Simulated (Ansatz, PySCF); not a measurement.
Species: dichloro(dimethoxy)silane, C2H6Cl2O2Si, net charge 0, singlet state. SMILES: Cl[Si](Cl)(OC)OC
Coordinates optimised at B3LYP-D3(BJ)/def2-TZVP (Ansatz, a quantum-chemistry and plane-wave program):
```
Si
O 1 1.6194
C 2 1.4264 1 124.91
H 3 1.0884 2 107.47 1 175.91
H 3 1.0916 4 109.29 2 -120.06
H 3 1.0925 4 109.25 5 -119.34
O 1 1.6194 2 113.56 3 -64.00
C 7 1.4264 1 124.91 2 -64.00
H 8 1.0884 7 107.47 1 175.91
H 8 1.0916 9 109.29 7 -120.06
H 8 1.0925 9 109.25 10 -119.34
Cl 1 2.0424 2 110.77 3 54.65
Cl 1 2.0424 2 105.62 3 174.43
```

Wanted: atomisation energy (electronic, to ground-state atoms), in kcal/mol. Correlated levels leave the core frozen unless marked. Open shells are spin-unrestricted. Spin-orbit coupling is left out. Non-relativistic. The coupled-cluster limit lacks core correlation, which all-electron functionals hold. Basis-set limits of correlation are two-point, X^-3; Hartree-Fock from the larger set. The bracket is a focal-point correction in the basis named.

```json
[
 {"level": "HF/cc-pV(D+d)Z", "program": "Ansatz", "atomisation energy (kcal/mol)": "850.9", "minus last row": "-359.1"},
 {"level": "HF-D4/def2-TZVPD", "program": "PySCF + dftd4", "atomisation energy (kcal/mol)": "908.4", "minus last row": "-301.6"},
 {"level": "PBE-D4/def2-TZVPD", "program": "Ansatz + dftd4", "atomisation energy (kcal/mol)": "1225.1", "minus last row": "15.1"},
 {"level": "revPBE/def2-TZVPD", "program": "Ansatz", "atomisation energy (kcal/mol)": "1168.5", "minus last row": "-41.5"},
 {"level": "B97M-V/def2-TZVPD", "program": "Ansatz", "atomisation energy (kcal/mol)": "1208.8", "minus last row": "-1.2"},
 {"level": "B3LYP-D4/def2-TZVPD", "program": "Ansatz + dftd4", "atomisation energy (kcal/mol)": "1198.5", "minus last row": "-11.5"},
 {"level": "PBE0/def2-TZVP", "program": "Ansatz", "atomisation energy (kcal/mol)": "1196.3", "minus last row": "-13.7"},
 {"level": "PBE0/def2-TZVPD", "program": "Ansatz", "atomisation energy (kcal/mol)": "1196.2", "minus last row": "-13.8"},
 {"level": "TPSSh-D4/def2-TZVPD", "program": "PySCF + dftd4", "atomisation energy (kcal/mol)": "1204.8", "minus last row": "-5.2"},
 {"level": "HSE06-D3(BJ)/def2-TZVPD", "program": "Ansatz + dftd3", "atomisation energy (kcal/mol)": "1203.8", "minus last row": "-6.2"},
 {"level": "CAM-B3LYP-D3(BJ)/def2-TZVPD", "program": "Ansatz + dftd3", "atomisation energy (kcal/mol)": "1205.7", "minus last row": "-4.3"},
 {"level": "wB97X-V/def2-TZVPD", "program": "Ansatz", "atomisation energy (kcal/mol)": "1208.8", "minus last row": "-1.2"},
 {"level": "wB97X/def2-TZVPD", "program": "Ansatz", "atomisation energy (kcal/mol)": "1202.1", "minus last row": "-7.9"},
 {"level": "B2GP-PLYP-D4/def2-TZVPD", "program": "Ansatz + dftd4", "atomisation energy (kcal/mol)": "1190.4", "minus last row": "-19.6"},
 {"level": "B2PLYP-D3(BJ)/def2-TZVPD", "program": "Ansatz + dftd3", "atomisation energy (kcal/mol)": "1193.6", "minus last row": "-16.4"},
 {"level": "MP2/STO-3G", "program": "Ansatz", "atomisation energy (kcal/mol)": "1097.7", "minus last row": "-112.3"},
 {"level": "MP2/cc-pV(D+d)Z", "program": "Ansatz", "atomisation energy (kcal/mol)": "1124.4", "minus last row": "-85.6"},
 {"level": "RI-MP2/cc-pV(T+d)Z", "program": "Ansatz", "atomisation energy (kcal/mol)": "1203.4", "minus last row": "-6.6"},
 {"level": "SCS-MP2/6-31G", "program": "Ansatz", "atomisation energy (kcal/mol)": "937.9", "minus last row": "-272.1"},
 {"level": "CCSD/cc-pV(D+d)Z", "program": "Ansatz", "atomisation energy (kcal/mol)": "1084.1", "minus last row": "-125.9"},
 {"level": "RI-MP2/CBS(cc-pV(T+d)Z,cc-pV(Q+d)Z)+[CCSD(T)-MP2]/cc-pV(T+d)Z", "program": "Ansatz", "atomisation energy (kcal/mol)": "1210.0", "minus last row": "0.0"}
]
```
